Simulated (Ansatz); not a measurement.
Mulliken charges of `C[S][Sn]([F])([F])[F]` from B3LYP/def2-TZVPP in Ansatz (PBE0-D4/def2-TZVP geometry).

```tsv
atom	x (Å)	y (Å)	z (Å)	charge (e)
C1	-0.051	-1.405	0.889	-0.286
S2	1.321	-0.676	-0.068	-0.244
Sn3	0.216	1.234	-0.847	1.459
F4	-1.312	0.855	-1.904	-0.456
F5	1.308	2.370	-1.891	-0.449
F6	-0.497	2.306	0.545	-0.457
H7	-0.372	-0.745	1.692	0.152
H8	-0.888	-1.670	0.245	0.151
H9	0.365	-2.315	1.322	0.129
```

By hand: the dipole of these point charges (1 e Å = 4.8032 D).

Σ q r = (0.102, -0.805, 0.459) e Å, of length 0.932 e Å = 4.48 D.

How does the dipole of the full density compare? (Best estimate.)

Ansatz gave: (0.110, -0.766, 0.434) e Å, 4.26 D; the point charges give 1.05 times that, at 1° from its direction.

Point charges leave out the atoms' own dipoles, such as those of lone pairs, and Mulliken's split depends on the basis, so the close match here is no proof of good charges.

B3LYP here is the variant with VWN-RPA as its local correlation; programs differ in this.
